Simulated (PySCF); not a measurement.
An excited-state job on `[SiH3]CS[SiH2][SeH]`.

Method: TDDFT PBE0/def2-SVPD, vertical, gas phase, core orbitals frozen in the response (PySCF 2.14.0, density-fitted response routines). Geometry: GFN2-xTB. The input is one job of a driver script: a line of settings, then coordinates in Å.

Command:
```bash
OMP_NUM_THREADS=1 python probes_run.py task.json out
```

Input:
```
{"job": {"kind": "uv", "xc": "PBE0", "basis": "def2-SVPD", "nstates": 8, "ntriplets": 3}, "charge": 0, "multiplicity": 1}
Si     2.236133     0.179172     0.182361
C      0.852122    -0.121033    -1.094289
S     -0.640402     0.870037    -0.732421
Si    -1.698934    -0.457763     0.555799
Se    -3.675314     0.537957     1.071665
H      3.381365    -0.621453    -0.249084
H      2.537431     1.606341     0.198144
H      1.757322    -0.271129     1.490000
H      1.162692     0.199497    -2.087135
H      0.550094    -1.163566    -1.159548
H     -1.948786    -1.705983    -0.159817
H     -0.973040    -0.694865     1.797270
H     -3.545071     1.643274     0.169326
```

Output:
```
coarse grid: 51432 points
cycle   1  E = -3420.3247144978  dE = -7.134e-01  |g| = 2.692e-01  |ddm| = 4.194e+00
cycle   2  E = -3420.3269633556  dE = -2.249e-03  |g| = 2.442e-01  |ddm| = 8.925e-01
cycle   3  E = -3420.3450261471  dE = -1.806e-02  |g| = 6.279e-02  |ddm| = 4.673e-01
cycle   4  E = -3420.3461140874  dE = -1.088e-03  |g| = 1.184e-02  |ddm| = 1.094e-01
cycle   5  E = -3420.3461524190  dE = -3.833e-05  |g| = 6.141e-03  |ddm| = 2.927e-02
cycle   6  E = -3420.3461617390  dE = -9.320e-06  |g| = 1.008e-03  |ddm| = 9.384e-03
final grid: 102856 points
cycle   7  E = -3420.3461656276  dE =  1.372e-07  |g| = 1.297e-03  |ddm| = 5.602e-03
cycle   8  E = -3420.3461651559  dE =  4.717e-07  |g| = 1.798e-03  |ddm| = 4.219e-03
cycle   9  E = -3420.3461661449  dE = -9.890e-07  |g| = 9.143e-05  |ddm| = 2.447e-03
cycle  10  E = -3420.3461661476  dE = -2.741e-09  |g| = 1.729e-05  |ddm| = 1.615e-04
cycle  11  E = -3420.3461661477  dE = -9.641e-11  |g| = 3.607e-06  |ddm| = 3.357e-05
converged SCF energy = -3420.3461661477

Static polarisability (au): isotropic 117.527, principal 97.126 101.326 154.127

Singlet excitations
state   eV       nm        f      main configurations
  1   4.9355    251.2   0.00152   H->L 0.94
  2   5.0739    244.4   0.00252   H-1->L 0.68, H-1->L+1 0.23
  3   5.3422    232.1   0.00735   H-1->L+1 0.37, H->L+1 0.34, H-1->L 0.23
  4   5.4127    229.1   0.01503   H->L+1 0.57, H-1->L+1 0.35
  5   5.9888    207.0   0.00608   H->L+2 0.72, H->L+3 0.18
  6   6.2184    199.4   0.01612   H-1->L+2 0.78, H-1->L+3 0.14
  7   6.2463    198.5   0.00048   H->L+3 0.66, H->L+2 0.21
  8   6.4226    193.0   0.00354   H->L+4 0.71, H-1->L+3 0.14

Triplet excitations (Tamm-Dancoff, eV): 4.6617 4.7361 4.9950
```

The SCF starts on a coarse grid where the log names one; the energy can jump when the final grid takes over, and dE then counts from the start density on the new grid. H and L stand for HOMO and LUMO; the number after each pair is its weight.

Q: Give the mean polarisability as a volume in Å³, and the ratio of the largest to the smallest principal value.

A: 117.527 au × 0.148185 = 17.42 Å³; 154.127/97.126 = 1.59.

Q: How does the lowest singlet excitation compare with the HOMO–LUMO gap?

A: HOMO -6.94 eV and LUMO -0.71 eV give a gap of 6.23 eV; S1 at 4.94 eV lies 1.29 eV below it.

Summary of the converged run: HOMO -6.94 eV, LUMO -0.71 eV; lowest singlet 4.94 eV; lowest triplet 4.66 eV (Tamm–Dancoff); mean polarisability 117.5 au.

 Relativistic effects, spin–orbit coupling among them, are left out although an element past zinc is present.

Q: How long does this job take on one thread of an Arm Neoverse N1, shared host with 64 logical CPUs at a one-minute load of 58? And the peak memory of the process?

A: About 57 s, with 0.76 GiB resident at the peak, the Python interpreter and its libraries included.

One conformer stands for the species.
Labels such as C1 count atoms from 1, the log's own numbers from 0.
